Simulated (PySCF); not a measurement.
Geometry:
| atom | x (Å) | y (Å) | z (Å) |
| --- | --- | --- | --- |
| C1 | -1.716 | 1.467 | 0.049 |
| C2 | -1.550 | 0.252 | -0.441 |
| C3 | -1.032 | -0.922 | 0.346 |
| C4 | 0.125 | -1.564 | -0.368 |
| S5 | -0.039 | -2.944 | -1.210 |
| O6 | 1.333 | -0.998 | -0.362 |
| C7 | 1.575 | 0.227 | 0.317 |
| C8 | 2.925 | 0.659 | 0.016 |
| N9 | 3.985 | 1.013 | -0.215 |
| H10 | -1.486 | 1.709 | 1.075 |
| H11 | -2.110 | 2.270 | -0.550 |
| H12 | -1.798 | 0.029 | -1.469 |
| H13 | -1.824 | -1.672 | 0.413 |
| H14 | -0.754 | -0.613 | 1.357 |
| H15 | 1.486 | 0.095 | 1.406 |
| H16 | 0.871 | 1.003 | -0.015 |

Geometry: GFN2-xTB; GIAO absolute shieldings from PySCF, gas phase, non-relativistic, averaged over equivalent atoms.

At PBE0/pcSseg-1 (195 basis functions, 23 s wall time on 1 thread of an AMD EPYC 9R14, shared host):
| atoms | σ (ppm) |
| --- | --- |
| C4 | -36.9 |
| C2 | 42.3 |
| C1 | 58.1 |
| C8 | 69.5 |
| C3 | 131.2 |
| C7 | 131.7 |
| S5 | -58.1 |
| O6 | 92.7 |
| N9 | -48.3 |
| H12 | 25.55 |
| H11 | 25.98 |
| H10 | 26.17 |
| H15/H16 | 26.58 |
| H13/H14 | 27.81 |

Predict the values at revPBE/pcSseg-1 on the same geometry.

## Answers


```tsv
atoms	σ at revPBE/pcSseg-1	change
C4	-28.2	+8.7
C2	41.5	-0.8
C1	58.3	+0.2
C8	70.6	+1.1
C3	125.8	-5.4
C7	126.6	-5.1
S5	-44.5	+13.6
O6	76.4	-16.3
N9	-42.2	+6.1
H12	25.63	+0.08
H11	26.11	+0.13
H10	26.31	+0.14
H15/H16	26.50	-0.08
H13/H14	27.78	-0.03
```

The largest change is at O6 (ether oxygen). Cost: 195 basis functions, 34 s wall time on 1 thread of an AMD EPYC 9R14, shared host. The order of the carbon signals is the same at both levels.
